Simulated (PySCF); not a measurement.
C5H5F, SMILES C=CC=C=CF. Geometry: PBE-D3(BJ)/def2-SVP. This is a generated structure with no PubChem entry under its InChIKey; it may be hypothetical. Other conformers were not sampled.

Problem. Give the equilibrium geometry at PBE-D3(BJ)/def2-SVP (PySCF confirms it by a frequency run) as Cartesian coordinates in Å. (An estimate is asked for; the answer gives what the named calculation found.)

Solution. One answer among several that fit: 
```xyz
11

C     -1.4516    -2.1932     1.5490
C     -0.7615    -1.5083     0.6096
C     -0.1878    -0.1846     0.8388
C      0.4969     0.5169    -0.0591
C      1.2167     1.1884    -0.9339
F      0.6948     2.0713    -1.8167
H     -1.6176    -1.7735     2.5550
H     -1.8709    -3.1890     1.3426
H     -0.6070    -1.9446    -0.3918
H     -0.3477     0.2522     1.8454
H      2.3138     1.0974    -1.0280
```
Charge 0, spin multiplicity 1.
